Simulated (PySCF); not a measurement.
Species: C₅H₅FNO₃ (doublet state).
Z-matrix (Å and degrees, GFN2-xTB geometry), rows numbered from 1:
```
C 
C   1  1.4112
O   2  1.2257  1  126.87
N   2  1.4066  1  112.37  3  -176.65
C   4  1.2468  2  128.60  1  -124.78
C   5  1.5166  4  124.75  2     6.24
F   6  1.3634  5  109.80  4   168.55
O   6  1.4023  5  109.39  4   -72.70
C   8  1.3409  6  117.41  5   122.77
O   9  1.1886  8  125.97  6     2.56
H   1  1.0740  2  120.68  3   178.06
H   1  1.0748  2  119.16  3    -8.48
H   5  1.0851  4  119.38  2  -173.72
H   6  1.1054  5  111.87  4    49.22
H   9  1.0972  8  107.82  6  -177.96
```

The hyperfine couplings belong to this conformer and change with its torsions.

The species is `[CH2]C(=O)/N=C\[C@@H](F)OC=O` [radical].

Computed with UKS B3LYP, pcH-1 on C F H N O, non-relativistic, mean-field spin-orbit, GIAO in PySCF. One conformer (not necessarily the lowest) at the GFN2-xTB geometry, without solvent, vibrations or thermal averaging. A GFN2-xTB geometry isn't a minimum of the functional, and hyperfine couplings can be far from their values at a DFT geometry. The frame is twisted about the C2–N4 bond at this geometry (dihedral O3–C2–N4–C5 = 58°); couplings at other torsion angles weren't computed. The SCF solution wasn't tested for stability.

**Question.** Break the g tensor into its mass correction, gauge correction and orbital-Zeeman/spin–orbit terms.

**Answer.** 
| Δg (ppm) | 1 | 2 | 3 |
| --- | --- | --- | --- |
| relativistic mass correction | -180 | -180 | -180 |
| gauge correction | -4 | 38 | 40 |
| orbital Zeeman/spin–orbit | 93 | 1646 | 4556 |
| total | -90 | 1504 | 4416 |

So g = 2.00223, 2.00382, 2.00674 and g_iso = 2.00426; the tensor is rhombic: the two nearest values differ by 35 % of g3 − g1. Axes: g3 points within 11° of the C2–O3 bond.

**Question.** What effective moment and Curie constant follow for a powder?

**Answer.** With the mean of g² = 4.0171 and S(S+1) = 0.75: μ_eff = √(⟨g²⟩S(S+1)) = 1.736 μB and χT = 0.12505·⟨g²⟩·S(S+1) = 0.377 cm³ K/mol (cgs; spin-Hamiltonian part alone).

**Question.** What are the electron Larmor frequencies g μB B/h along the three axes at 1200 mT?

**Answer.** 33.6284, 33.6552, 33.7041 GHz for g1, g2 and g3, a range of 75.7 MHz.

**Question.** In a frozen sample, at which fields do the three g values resonate at 9.5, 34, 94 and 263 GHz (hyperfine left aside), and which band first spreads them over more than twice a line width of 0.5 mT?

**Answer.** 
| band | GHz | B(g3) mT | B(g2) mT | B(g1) mT | spread mT |
| --- | --- | --- | --- | --- | --- |
| X | 9.5 | 338.24 | 338.73 | 339.00 | 0.76 |
| Q | 34.0 | 1210.53 | 1212.29 | 1213.26 | 2.72 |
| W | 94.0 | 3346.77 | 3351.64 | 3354.31 | 7.53 |
| J | 263.0 | 9363.84 | 9377.45 | 9384.92 | 21.07 |

The spread grows in proportion to the frequency. Q band is the first where it exceeds 1.0 mT.

Largest spin populations (Mulliken): C1 (+0.90), O3 (+0.24) and C2 (-0.10). The angles at C1 add up to 359.7°, so it is planar; its axial dipolar tensor and the negative couplings of its protons fit spin in a p orbital normal to that plane.

The HOMO–LUMO gaps are 5.38 eV among the α and 3.24 eV among the β orbitals.
